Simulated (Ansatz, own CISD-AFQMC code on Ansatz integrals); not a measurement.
H4B2Si, SMILES `BB=[SiH2]` (charge 0, multiplicity 1).

Cartesian coordinates (Å):
```xyz
7

B     -1.7283    -0.1858     0.0539
B     -0.1627    -0.0172     0.0047
Si     1.6701     0.1797    -0.0522
H     -2.4590     0.7537    -0.0600
H     -2.2331    -1.2588     0.2067
H      2.5931    -0.9609     0.0859
H      2.3199     1.4892    -0.2390
```
Charge 0, spin multiplicity 1.

Frozen-core energies in cc-pVDZ from Ansatz (a quantum-chemistry and plane-wave program) at a geometry from B3LYP-D3(BJ)/def2-TZVP; the HF reference has <S^2> = 0.00 (restricted, and unstable towards unrestricted orbitals) and the T1 diagnostic is 0.020.

| level | energy (Ha) |
|---|---|
| HF | -340.50447 |
| MP2 | -340.75542 |
| CCSD | -340.80664 |
| CCSD(T) | -340.81847 |

Problem. Estimate the energies of CCSDT, phaseless AFQMC, CISD trial (own CISD-AFQMC code on Ansatz integrals; ±0.39 mHa) and CCSDT(Q), and give each level's difference from CCSDT(Q).

Solution. 
```
level                                                                             energy (Ha)  difference from CCSDT(Q) (mHa)
--------------------------------------------------------------------------------  -----------  ------------------------------
MP2                                                                                -340.75542                           65.94
CCSD                                                                               -340.80664                           14.72
CCSD(T)                                                                            -340.81847                            2.89
CCSDT                                                                              -340.82047                            0.89
phaseless AFQMC, CISD trial (own CISD-AFQMC code on Ansatz integrals; ±0.39 mHa)   -340.82083                            0.53
CCSDT(Q)                                                                           -340.82136                            0.00
```
